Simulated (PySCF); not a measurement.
Spin states of CBr

Unrestricted PBE0; basis C def2-SVP, Br def2-SVP; no relativity; PySCF 2.14. Outer shells of the fragments: C 2s2 2p2; Br 3d10 4s2 4p5.

Followed along the bond (rough minima from three points):

| 2Ms+1 | unpaired | ⟨S²⟩ at the start | R at minimum (Å) | Te (eV) |
| --- | --- | --- | --- | --- |
| 2 | π ↑ | 0.75 | 1.82 | 0.00 |
| 4 | σ ↑, π ↑↑ | 3.75 | 1.82 | 1.84 |

Solutions found at the starting distance of 1.825 Å, counted from the lowest of them; the search is not exhaustive and high or unbound solutions are not listed, so other states can lie among these:

```csv
2Ms+1,unpaired,term,E (eV),⟨S²⟩,⟨Lz²⟩,μ (D)
2,π ↑,²Π,0.00,0.75,1.01,1.59
4,"σ ↑, π ↑↑",⁴Σ⁻,1.84,3.75,0.00,0.40
2,"σ ↑, π ↑↓",mixed,3.11,1.76,2.01,1.03
2,"σ ↓, π ↑↑",mixed,3.35,1.77,0.00,1.36
2,σ ↑,mixed,4.37,0.76,2.00,1.33
4,π ↑↑↑,⁴Π,4.37,3.76,1.00,4.22
2,π ↑↑↓,mixed,4.83,1.76,3.01,4.19
4,"σ ↑↑, π ↑",⁴Π,6.68,3.78,1.01,-0.65
4,"σ ↑, π ↑↑",mixed,8.08,3.75,2.01,2.48
4,"σ ↑, π ↑↑",mixed,8.42,3.75,2.01,2.27
2,π ↑,²Π,8.92,0.80,1.00,1.02
```

A term symbol is given only where ⟨S²⟩ and ⟨Lz²⟩ are close to those of a pure state; real π, δ and φ orbitals otherwise mix terms. A positive dipole means C(−)Br(+).

Spin–orbit coupling is left out. Counting both spins, an empty level lies below a filled one in some of these solutions, because spin and occupation are held.
